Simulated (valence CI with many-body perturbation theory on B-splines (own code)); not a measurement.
## Questions on Cd33+

Level of theory: configuration interaction combined with many-body perturbation theory (CI+MBPT): five valence electrons over a frozen Dirac-Fock core [Ne], a basis of 9 s, 9 p, 8 d, 6 f, 3 g, 1 h functions for each j, with the one-electron correlation potential Σ1 (screened to all orders), the two-electron term Σ2, the three-electron term Σ3, Breit, model QED; selected single and double excitations, second order for the rest, scaled by the run's own slope (own B-spline code, finite nucleus).

The last digits are not significant, and no measured levels were compared; by estimate large intervals hold to a few tenths of a per cent, small ones and those within an open d or f shell to about a per cent. Among the levels kept, up to 1700 cm⁻¹ of a level comes from second order outside the variational space, and about a tenth of that is noise between levels of different J, which matters for small intervals.

Levels are named by their leading jj configuration (3d3/2^4 stands for four electrons in 3d with j = 3/2), which in mixed levels can hold well under half, so a name can repeat and another be missing.

Rates and lifetimes use the calculated energies. Strong lines usually hold to 10 to 20 %, long lifetimes can be off by a factor of two.

What is the ground level?

(3s^2 3p1/2^2 3p3/2) J=3/2, composition 40 % 3s2 3p3 2P° + 36 % 3s2 3p3 4S° + 22 % 3s2 3p3 2D°, g = 1.449.

Name the longest-lived excited levels whose lifetime is computed, and their main decay.

(3s^2 3p1/2 3p3/2^2) J=5/2 at 45.71 eV lives 7.95 μs, mostly by M1 to (3s^2 3p1/2^2 3p3/2) J=3/2; (3s^2 3p1/2 3p3/2^2) J=1/2 at 54.27 eV lives 1.61 μs, mostly by M1 to (3s^2 3p1/2^2 3p3/2) J=3/2; (3s^2 3p1/2 3p3/2^2) J=3/2 at 38.80 eV lives 1.53 μs, mostly by M1 to (3s^2 3p1/2^2 3p3/2) J=3/2. The lifetime of (3s^2 3p1/2 3p3/2 3d5/2) J=9/2 is too uncertain to give, and may be longer.

How well does LS coupling describe the low levels?

Among the lowest 20 levels the leading LS term, summed over configurations, holds 54 % on average. For single configurations the figures are 48 % in LS and 77 % in jj coupling. Terms mix most in the J = 5/2 level at 148.30 eV, where the leading one holds 32 %.

Where does the other parity begin?

At (3s 3p1/2^2 3p3/2^2) J=5/2, 124.50 eV.

Among levels below 234.82 eV, which E1 lines absorb most strongly from the ground level?

to (3s^2 3p1/2 3p3/2 3d3/2) J=3/2 at 6.378 nm, f = 0.274; to (3s^2 3p1/2 3p3/2 3d5/2) J=5/2 at 6.569 nm, f = 0.158; to (3s^2 3p1/2 3p3/2 3d3/2) J=5/2 at 6.280 nm, f = 0.145.

What is the ionisation energy?

2075.1 eV; NIST lists 2091 ± 8 eV (semi-empirical).

What are the static dipole polarisabilities of the lowest levels?

(3s^2 3p1/2^2 3p3/2) J=3/2 0.0218 (tensor 0.0016); (3s^2 3p1/2 3p3/2^2) J=3/2 0.0235 (tensor 0.00060); (3s^2 3p1/2 3p3/2^2) J=5/2 0.0234; (3s^2 3p1/2 3p3/2^2) J=1/2 0.0232 bohr³, of which the core gives 0.000322.
